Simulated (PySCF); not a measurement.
Al(OH)2 (AlH₂O₂), SMILES [OH][Al][OH], multiplicity 2.

Geometry optimised at PBE-D3(BJ)/def2-TZVP. The spin state was assumed, not searched. The isomer is the one that the SMILES or the coordinates give; other isomers of the formula were not compared. One conformer was computed; it need not be the lowest.

The numbers are results of PySCF with IEF-PCM-M06-2X/def2-SVP, not measurements.

The values are the electrostatic part of the solvation free energy, E(continuum) − E(gas) at the gas-phase geometry, in a cavity of scaled van der Waals radii (PySCF's table); cavitation and dispersion terms are not included. A continuum can't describe solvent molecules that bind to the metal. The dipole moment in vacuum is 2.15 D.

Computed values in water (ε = 78.36), ethylethanoate (ε = 5.99), dimethylsulfoxide (ε = 46.83):
| solvent | ε | ΔG(elec) (kcal/mol) | dipole (D) |
|---|---|---|---|
| water | 78.36 | -9.1 | 2.57 |
| ethylethanoate | 5.99 | -6.9 | 2.45 |
| dimethylsulfoxide | 46.83 | -9.0 | 2.56 |
